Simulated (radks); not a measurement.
Problem. The germanium ion Ge+, 31 electrons, occupied as [Ar] 3d9 4s2 4p1 4f1 (not the ground configuration). Method: scalar-relativistic Kohn-Sham, RPBE, spin-polarised, spherical densities, point nucleus; open shells are filled with parallel spins first; computed with a radial shooting solver on a logarithmic mesh with Libxc functionals. Some entries of the table are withheld. Estimate them.

orbital  occ.  eigenvalue (hartree)  <r> (bohr)  <r^2> (bohr^2)
1s up       1             -403.9315     0.04700        0.002972
1s down     1             -403.9296     0.04699        0.002972
2s up       1             -51.54470      0.2100         0.05203
2s down     1             -51.51345      0.2099         0.05199
2p up       3             -45.16639      0.1838         0.04137
2p down     3             -45.14209      0.1837         0.04133
3s up       1              -7.24869      0.6191          0.4415
3s down     1              -7.19511      0.6197          0.4423
3p up       3              -5.29345      0.6389          0.4793
3p down     3              -5.24002      0.6397          0.4804
3d up       5              -2.09516      0.6983          0.6129
3d down     4              -2.03989      0.7000          0.6157
4s up       1              -1.08527       1.853           3.896
4s down     1              -1.03061       1.860           3.939
4p up       1              -0.70782       2.182           5.446
4p down     0              -0.65610       2.222           5.677
5s up       0              -0.28341       4.857             (1)
4d up       0              -0.25632       3.645           15.75
4f up       1              -0.09672         (2)           78.17

Solution. 
(1) 5s up <r^2> (bohr^2): 26.69
(2) 4f up <r> (bohr): 8.394
